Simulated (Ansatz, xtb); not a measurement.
C6H3N3O: which of two isomers lies lower

Structure I: `N#Cc1ccnc(C=O)n1`, a singlet. Structure II: `N#Cc1nccc(C=O)n1`, a singlet. Both are isolated molecules in the gas phase, relaxed with PBE0-D3(BJ)/def2-SVP; the shapes shown needn't be the lowest conformers.

I (Å):

```xyz
13

C    -3.0303    0.0916   -0.8306
C    -1.6760    0.2451   -0.3577
C    -1.1327    1.5182   -0.1703
C     0.1842    1.5600    0.2898
C     0.2658   -0.6993    0.3226
C     1.0243   -1.9733    0.5902
N    -4.1197    0.0007   -1.2110
N     0.8836    0.4617    0.5364
N    -0.9799   -0.8651   -0.1125
O     2.1532   -2.0039    0.9866
H    -1.7079    2.4223   -0.3730
H     0.6845    2.5194    0.4627
H     0.4190   -2.8879    0.3791
```

II (Å):

```yaml
atoms:
  - { symbol: C, position_ang: [-2.1785, 2.5388, 0.4099] }
  - { symbol: C, position_ang: [-1.5662, 1.2303, 0.5100] }
  - { symbol: C, position_ang: [-0.1220, -0.1429, 1.5814] }
  - { symbol: C, position_ang: [-0.4376, -1.1732, 0.6994] }
  - { symbol: C, position_ang: [-1.3771, -0.8730, -0.2867] }
  - { symbol: C, position_ang: [-1.7951, -1.9029, -1.2922] }
  - { symbol: N, position_ang: [-2.6695, 3.5832, 0.3274] }
  - { symbol: N, position_ang: [-0.6826, 1.0592, 1.4914] }
  - { symbol: N, position_ang: [-1.9459, 0.3255, -0.3883] }
  - { symbol: O, position_ang: [-1.3524, -3.0190, -1.3013] }
  - { symbol: H, position_ang: [0.6052, -0.2865, 2.3877] }
  - { symbol: H, position_ang: [0.0085, -2.1677, 0.7528] }
  - { symbol: H, position_ang: [-2.5514, -1.5343, -2.0252] }
```

Question: Estimate E(II) − E(I) at the level CCSD(T)/def2-SVP + ΔMP2/def2-TZVPP.

Answer: Calculated at CCSD(T)/def2-SVP + ΔMP2/def2-TZVPP: E(II) − E(I) = −2.2 kcal/mol, so structure II lies lower.

How the difference moves with the method:

```
                             level              geometry  E(II) − E(I) (kcal/mol)  departure from the last row (kcal/mol)  job, with rough time for the two
                          GFN2-xTB              GFN2-xTB                      −2.1                                    +0.1              optimisation, 0.17 s
                         HF/STO-3G              GFN2-xTB                      −1.3                                    +0.8               single point, 0.9 s
                r2SCAN-D4/def2-SVP              GFN2-xTB                      −2.7                                    −0.6                 single point, 9 s
              PBE0-D3(BJ)/def2-SVP  PBE0-D3(BJ)/def2-SVP                      −2.8                                    −0.6                optimisation, 77 s
                       HF/def2-SVP  PBE0-D3(BJ)/def2-SVP                      −2.8                                    −0.6           part of the CCSD(T) run
                      MP2/def2-SVP  PBE0-D3(BJ)/def2-SVP                      −2.8                                    −0.7           part of the CCSD(T) run
                  CCSD(T)/def2-SVP  PBE0-D3(BJ)/def2-SVP                      −2.8                                    −0.6                      single point
CCSD(T)/def2-SVP + ΔMP2/def2-TZVPP  PBE0-D3(BJ)/def2-SVP                      −2.2                                                     single point, 5.3 min
```

As drawn, both hold the same kinds of bond in the same numbers.

The levels shown agree on the order. The largest departure from CCSD(T)/def2-SVP + ΔMP2/def2-TZVPP is that of HF/STO-3G, 0.8 kcal/mol. The last row adds to CCSD(T) the change of the MP2 difference between the two basis sets, here +0.6 kcal/mol.

With thermal terms from frequencies at re-optimised GFN2-xTB minima (ideal gas, soft modes damped towards free rotors, one conformer each, 298.15 K, 1 atm): the zero-point term adds +0.1 kcal/mol; ΔH is −2.1 and ΔG −2.0 kcal/mol.

The correlated steps freeze 10 core orbitals. Codes used: Ansatz 0.2.0, xtb 6.7.1; the last row on 2 threads of Arm Neoverse V1 on a shared host.
